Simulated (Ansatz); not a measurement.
Program: Ansatz. Geometries: PBE0-D4/def2-TZVP. ΔE: electronic, gas phase. CCSD(T)/CBS is the MP2 limit (def2-TZVPP, def2-QZVPP) plus CCSD(T) − MP2 in def2-TZVPP, frozen cores. DFT in def2-TZVPP. B3LYP here is the variant with VWN-RPA as its local correlation; programs differ in this. For Ga outer-core shells are correlated without core-valence functions, which leaves a few kJ/mol of doubt a bond. Scalar relativity is left out up to krypton. Each species was taken in one conformer, which may not be the lowest.

Consider the cleavage of the Si–Ga bond: `O[SiH2][Ga]1[CH2][S]1` + `O[SiH2][SiH3]` → `O[SiH2]O[SiH2][SiH3]` + `[CH2]1[S][GaH]1`.

`O[SiH2][Ga]1[CH2][S]1`:

```xyz
10

O     2.505   -1.148   -0.049
Si    1.206   -0.936   -1.041
Ga   -0.526    0.364   -0.050
C    -1.721    1.302    1.172
S    -2.338    1.452   -0.581
H     2.364   -1.559    0.805
H     0.590   -2.232   -1.442
H     1.725   -0.234   -2.236
H    -2.388    0.740    1.818
H    -1.416    2.250    1.605
```

`O[SiH2][SiH3]`:

```xyz
9

O     1.534    1.263   -0.584
Si    0.579   -0.062   -0.844
Si   -0.875   -0.483    0.950
H     1.097    2.102   -0.430
H    -0.235    0.093   -2.086
H     1.518   -1.195   -1.034
H    -1.744   -1.651    0.637
H    -1.750    0.699    1.189
H    -0.124   -0.766    2.203
```

`O[SiH2]O[SiH2][SiH3]`:

```xyz
13

O     0.272    0.758    2.609
Si    0.098   -0.671    1.827
O    -0.955   -0.576    0.585
Si   -1.142    0.056   -0.922
Si    0.918    0.342   -2.008
H    -0.455    1.073    3.148
H     1.449   -0.991    1.314
H    -0.429   -1.715    2.738
H    -1.843    1.366   -0.822
H    -2.007   -0.870   -1.700
H     0.675    0.925   -3.357
H     1.620   -0.960   -2.171
H     1.797    1.265   -1.240
```

`[CH2]1[S][GaH]1`:

Cartesian coordinates in Å:
```
C 0.385 -0.455 0.573
S -1.430 -0.766 0.173
Ga -0.236 0.756 -0.797
H 1.026 -1.294 0.317
H 0.542 -0.104 1.588
H -0.287 1.863 -1.853
```

CCSD(T)/CBS gives -103.3 kJ/mol.

Q: Another level gave -81.0 kJ/mol. Which?
A. B3LYP-D4/def2-TZVPP
B. ωB97X-V/def2-TZVPP
C. HF/def2-TZVPP
D. PBE-D4/def2-TZVPP

A: D. PBE-D4 -81.0, B3LYP-D4 -104.6, HF/def2-TZVPP -131.9, ωB97X-V -109.3 kJ/mol.

Largest T1 diagnostic among the species: 0.015.

From PBE to PBE0 (25 % exact exchange), in def2-TZVPP and without D4, ΔE moves by −11.8 kJ/mol. In def2-TZVPP, CCSD(T) changes the Hartree–Fock value by +23.8 kJ/mol (the triples alone add +3.9 kJ/mol) and MP2 by +20.4 kJ/mol.
